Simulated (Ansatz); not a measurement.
Coupled-cluster diagnostics for the cluster Ta₅⁻, Ansatz.

Geometry of the singlet (r2SCAN-D4/def2-SVPD):

```xyz
5

Ta    0.412    2.105    1.259
Ta    1.642    0.759   -0.131
Ta    0.574   -1.314   -1.111
Ta   -1.023    0.257    0.573
Ta   -1.604   -1.807   -0.589
```

In the def2 sets Ta takes a core potential; there is no spin–orbit coupling. Correlated methods freeze no core orbitals; core or outer-core shells of Ta are correlated, in sets that lack core-valence functions. Another isomer (singlet) lies 2.82 eV lower at PBE0-D4/def2-TZVPD; other spin states weren't run for this one.

Q: Estimate the CCSD(T) correlation energy, the shares of MP2 and (T), T1 and the reference's ⟨S²⟩ for: charge -1, singlet, own geometry in def2-SVPD; and the rough time on 4 threads of Arm Neoverse N1 on a shared host.

A: 
| state | basis | correlation (eV) | MP2 share (%) | (T) share (%) | T1 | ⟨S²⟩ (pure) | wall time | remarks |
| --- | --- | --- | --- | --- | --- | --- | --- | --- |
| charge -1, singlet, own geometry | def2-SVPD | -48.474 | 115.2 | 10.1 | 0.088 | 0.00 (0.00) | 14 min | large T1, restricted SCF unstable |
Customary marks for T1 are 0.02 (closed shells), 0.045 (open shells) and about 0.05 (3d metals). T1 exceeds 0.02 in 1 of 1 rows and 0.045 in 1; the higher it lies, the less the single-reference result can be trusted.
